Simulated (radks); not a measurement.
Results of a calculation; reference values are marked as such.
All-electron atom: Pt3.4+ in [Kr] 4d10 4f14 5s2 5p(1/2: 2, 3/2: 3.6) 5d7 (fractional occupations, a model configuration). Level of theory: Dirac Kohn-Sham, PBEsol, spin-unpolarised, spherical densities, finite nucleus; open shells fill j = l - 1/2 first; Fermi nuclear charge, rms radius 5.427 fm (a radial shooting solver on a logarithmic mesh with Libxc functionals).

Unscreened Slater integrals over Kohn-Sham orbitals (hartree). Large and small components are both included.

integral           value
F0(5d5/2,5d5/2)  0.61172
F2(5d5/2,5d5/2)  0.32121
F4(5d5/2,5d5/2)  0.21402
F0(5d5/2,5d3/2)  0.62032
F2(5d5/2,5d3/2)  0.32544
G2(5d5/2,5d3/2)  0.32504
G4(5d5/2,5d3/2)  0.21663
F0(5d5/2,5p3/2)  0.68710
F2(5d5/2,5p3/2)  0.34596
G1(5d5/2,5p3/2)  0.42085
G3(5d5/2,5p3/2)  0.26126
F0(5d5/2,5p1/2)  0.70553
G3(5d5/2,5p1/2)  0.24004
F0(5d3/2,5d3/2)  0.62937
F2(5d3/2,5d3/2)  0.33036
F0(5d3/2,5p3/2)  0.70008
F2(5d3/2,5p3/2)  0.35669
G1(5d3/2,5p3/2)  0.44034
G3(5d3/2,5p3/2)  0.27336
F0(5d3/2,5p1/2)  0.71994
G1(5d3/2,5p1/2)  0.40960
F0(5p3/2,5p3/2)  0.80594
F2(5p3/2,5p3/2)  0.43499
F0(5p3/2,5p1/2)  0.83919
G2(5p3/2,5p1/2)  0.44147
F0(5p1/2,5p1/2)  0.87867
